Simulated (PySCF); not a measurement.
# BrSe₂, doublet: structure and spectrum

Method: UPBE0 in PySCF with Br def2-SVP, Se def2-SVP; no relativity; density-fitted integrals.

The structure is a minimum.

```xyz
3
charge 0 multiplicity 2, angstrom
Br    0.0000    0.0000   -0.7764
Se    1.9697    0.0000    0.3834
Se   -1.9697    0.0000    0.3834
```

```
Point group                                                                   : C2v
Bond lengths                                                                  : Br–Se 2.286 Å (×2)
Bond angles                                                                   : Se–Br–Se 119.0°
Entropy at 298.15 K and 1 bar (electronic part: spin only)                    : 324.2 J/(mol K)
Principal polarisabilities                                                    : 33.8, 44.7, 194.1 bohr³
Highest occupied level (β)                                                    : -6.59 eV
Heat capacity Cp at 298.15 K                                                  : 55.6 J/(mol K)
Dipole moment                                                                 : 0.95 D
Rotational constants                                                          : 0.2372, 0.02718, 0.02439 cm⁻¹
Atomisation energy without zero-point energy                                  : 282 kJ/mol
Spin squared ⟨S²⟩                                                             : 0.752
Lowest empty level (β)                                                        : -4.73 eV
Zero-point energy                                                             : 4.0 kJ/mol
Principal quadrupole moments (Buckingham, traceless) about the centre of mass : -1.30, -0.01, 1.32 D Å
Rotational symmetry number                                                    : 2
Enthalpy at 298.15 K above 0 K                                                : 14.13 kJ/mol
```

Harmonic modes (masses in u: Br 78.918, Se 79.917):
| symmetry | ω (cm⁻¹) | IR (km/mol) | type |
| --- | --- | --- | --- |
| a1 | 102 | 0.4 | bend |
| a1 | 269 | 0.2 | stretch |
| b2 | 304 | 0.6 | stretch |

In C2v the vibrations span 2a1 + b2. Here b1 is antisymmetric to the molecular plane and b2 lies in it.

Charges (e):
```json
{"atom": "Br1", "Mulliken": "0.18", "Löwdin": "0.37", "polar tensor": "0.12", "spin (Mulliken)": "0.11", "Mayer order to Br1": "–"}
{"atom": "Se2,3", "Mulliken": "-0.09", "Löwdin": "-0.18", "polar tensor": "-0.06", "spin (Mulliken)": "0.44", "Mayer order to Br1": "1.03"}
```
Other Mayer orders above 0.3: Se–Se 0.61.

Mulliken populations on Br1: s 7.93, p 16.74, d 10.15.

Only a few start shapes were tried, so a lower isomer may exist. At this level a quartet minimum of C∞v symmetry lies 85 kJ/mol below this structure.

The final relaxation and frequency run took roughly 3 core-minutes on a shared host.
